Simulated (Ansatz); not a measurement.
Pb₃O₂. Total charge 0; quintet. Geometry PBE-D4/def2-SVP; atoms count from 1.

```csv
atom,x (Å),y (Å),z (Å)
Pb1,-1.392,1.483,-0.146
Pb2,1.131,-0.498,-1.621
Pb3,0.261,-0.984,1.766
O4,0.790,0.773,0.314
O5,-0.790,-0.773,-0.314
```

In the def2 sets Pb takes a core potential; there is no spin–orbit coupling. At PBE0-D4/def2-TZVP a singlet of charge 0 lies 3.01 eV below the quintet, each at its own geometry. The structure comes from a short search, and lower isomers may exist.

Question: Estimate the Mulliken populations from the PBE0/def2-TZVP orbitals of Ansatz.

Answer: 
```
atom  charge (e)  spin (α − β)
 Pb1        0.39          0.97
 Pb2        0.39          0.97
 Pb3        0.39          0.97
  O4       -0.59          0.55
  O5       -0.59          0.55
```
Mulliken values and Mayer orders depend strongly on the basis.

Question: Where does the spin sit?

Answer: Summed by element: Pb 2.90, O 1.10, of 4 unpaired in all. Largest on single atoms: Pb3 0.97, Pb1 0.97, Pb2 0.97.

Question: And the Mayer bond orders between bonded heavy atoms (over 0.3)?

Answer: Pb1–Pb2 0.48 (3.53 Å); Pb1–Pb3 0.48 (3.53 Å); Pb1–O4 0.42 (2.34 Å); Pb1–O5 0.42 (2.34 Å); Pb2–Pb3 0.48 (3.53 Å); Pb2–O4 0.42 (2.34 Å); Pb2–O5 0.42 (2.34 Å); Pb3–O4 0.42 (2.34 Å); Pb3–O5 0.42 (2.34 Å). Values over 0.3 also appear between atoms too far apart for a bond (O4–O5 0.35 at 2.30 Å); they arise where an orbital or an unpaired electron spreads over both atoms.
